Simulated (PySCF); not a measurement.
Continuum solvent and chemical shifts

Mapped SMILES: `[F:1][C:2]([F:3])=[C:4]([F:5])[SiH2:6][SiH2:7][PH2:8]`. Each H is labelled by its parent atom.

GIAO PBE0/pcSseg-1 in PySCF 2.14 on one PBE0-D3(BJ)/def2-SVP conformer, non-relativistic, equivalent nuclei averaged. Solvents enter as an IEF-PCM continuum (chloroform with ε = 4.7, tetrahydrofuran with ε = 7.4) around the gas-phase geometry. Shifts are referred to CFCl3, TMS computed in the same medium.

Gas phase, δ in ppm: F3 -76.6, F1 -109.3, F5 -209.9, C2 170.4, C4 127.8, Si6 -77.5, Si7 -81.7, H(Si6) 4.37, H(Si7) 4.19, H(P8) 1.79. Dipole moment 2.20 D.

Q: How does each δ change in the continuum?

A: 
```tsv
atoms	environment	Δδ, chloroform	Δδ, tetrahydrofuran
F3	vinylic fluorine	-1.1	-1.3
F1	vinylic fluorine	+1.0	+1.3
F5	vinylic fluorine	-0.6	-0.7
C2	fully substituted alkene carbon	+0.5	+0.6
C4	fully substituted alkene carbon	+2.1	+2.4
Si6	silicon bonded to C, Si, 2 H	+0.6	+0.7
Si7	silicon bonded to P, Si, 2 H	+1.3	+1.5
H(Si6)	hydrogen on a silicon bonded to C, Si	+0.01	+0.02
H(Si7)	hydrogen on a silicon bonded to P, Si	-0.01	-0.01
H(P8)	hydrogen on a phosphorus bonded to Si	+0.20	+0.23
```

Changes are relative to the gas phase. The dipole moment becomes 2.73 D in chloroform, 2.82 D in tetrahydrofuran.

Q: Which nuclei move most (in ppm), and what does the model miss?

A: C4 (fully substituted alkene carbon, +2.4 ppm) in tetrahydrofuran. A continuum only polarises the solute; specific hydrogen bonds, the anisotropy of aromatic solvents and changes of geometry or conformer are outside it.
